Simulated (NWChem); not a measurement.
System: C₅H₈; SMILES CC=C=CC

Program: NWChem. Structure relaxed at the PBE0/def2-SVP level. No frequency run checked for a minimum. Vertical excitations in the gas phase; the lowest state need not have the same character in each row.

```tsv
level	lowest excitation, singlet (eV)	oscillator strength of that lowest state	lowest state with f > 0.02, singlet (eV)	oscillator strength of that bright state	orbital gap (eV)
PBE/def2-SVP, full TDDFT	5.62	0.000	7.26	0.648	5.61
B3LYP/def2-SVP, full TDDFT	5.77	0.000	7.60	1.116	7.33
Hartree-Fock/def2-SVP, TDHF	?	0.000	?	?	?
```

Problem. Fill in the missing entries.

Solution. 
- Hartree-Fock/def2-SVP, TDHF, lowest excitation, singlet (eV): 6.32
- Hartree-Fock/def2-SVP, TDHF, lowest state with f > 0.02, singlet (eV): 7.98
- Hartree-Fock/def2-SVP, TDHF, oscillator strength of that bright state: 1.642
- Hartree-Fock/def2-SVP, TDHF, orbital gap (eV): 14.10
